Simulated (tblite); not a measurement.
Compound: BFH5PSi.
Geometry (GFN2-xTB, Å), atoms numbered from 1 in this order:
```
atom  x, y, z in Å
B1     1.837    0.187    0.062
P2     0.452   -0.964    0.351
Si3   -1.412    0.234    0.306
F4    -2.627   -0.815    0.385
H5     2.713   -0.098   -0.657
H6     1.897    1.155    0.716
H7     0.358   -1.708   -0.808
H8    -1.696    0.981   -0.916
H9    -1.509    1.033    1.518
```

Computed values, GFN2-xTB/tblite, gas phase, harmonic and unscaled. Against measured fundamentals such values can be off by several per cent, at times by over 20. Modes of hydrogen on boron, phosphorus and silicon can be 10 to 20 % off. One conformer, not necessarily the lowest.

Harmonic wavenumbers (cm⁻¹): 42.1, 114.0, 180.6, 276.7, 447.1, 492.1, 545.4, 579.6, 688.6, 721.5, 750.9, 765.1, 807.7, 823.9, 859.1, 1162.9, 2277.7, 2321.4, 2343.8, 2631.9, 2676.4.

A = 12054, B = 2272, C = 1995 MHz; mass 93.998 u (most abundant isotopes); point group C1, symmetry number 1.

Zero-point energy?

½Σν̃ = 10754 cm⁻¹ = 128.65 kJ/mol.

Entropy at 500 K, 1 bar (ideal gas, RRHO, classical rotation)?

Translation 176.26, rotation 115.98, vibration 115.07: S = 407.3 J/(mol K).

And Cp and H(500 K) − H(0)?

Cp = 138.08 J/(mol K), of which vibrations give 104.83 (their classical limit is 21 R = 174.6); H(500 K) − H(0) = 45.72 kJ/mol without the zero-point energy, 29.09 from vibrations.

Blend soft modes into free rotors: weight 1/[1 + (100 cm⁻¹/ν̃)⁴] for the oscillator and the rest for a rotor with moment μB/(μ + B), μ = h/(8π²ν), B = 10⁻⁴⁴ kg m². What vibrational entropy results?

105.44 J/(mol K) in place of 115.07, which changes −T·S at 500 K by +4.82 kJ/mol.

How do the functions run with temperature in this model?

```csv
T (K),S (J/(mol K)),Cp (J/(mol K)),H − H(0) (kJ/mol),G − H(0) (kJ/mol),ln q(vib)
50,224.6,45.7,1.94,-9.29,0.40
100,259.8,56.8,4.51,-21.46,1.10
298.15,343.9,106.5,20.67,-81.85,3.94
373.15,369.4,120.8,29.22,-108.62,5.03
750,467.7,159.6,83.15,-267.65,10.15
1000,515.7,173.5,124.91,-390.78,13.08
```

q(vib) and H(0) count from the zero-point level.

What must be added to the electronic energy to get the Gibbs energy at 500 K and 1 bar?

ZPE + [H(500 K) − H(0)] − T·S = 128.65 + 45.72 − 203.66 = -29.29 kJ/mol.

Which modes carry the vibrational entropy at 500 K?

42.1 cm⁻¹: 25.87; 114.0 cm⁻¹: 17.62; 180.6 cm⁻¹: 13.85; 276.7 cm⁻¹: 10.43; 447.1 cm⁻¹: 6.77; 492.1 cm⁻¹: 6.08 J/(mol K); the other 15 give 34.46 together.

Hindered rotation and anharmonicity are outside this model. Other conformers, if any are populated, would add a mixing term that is left out. The structure is chiral; the term R ln 2 for an equal mix with its mirror image is left out.

Hardware: Arm Neoverse N1, one thread, no GPU (shared host). Cost: 0.29 s wall. This covers the Hessian and the dipole derivatives.
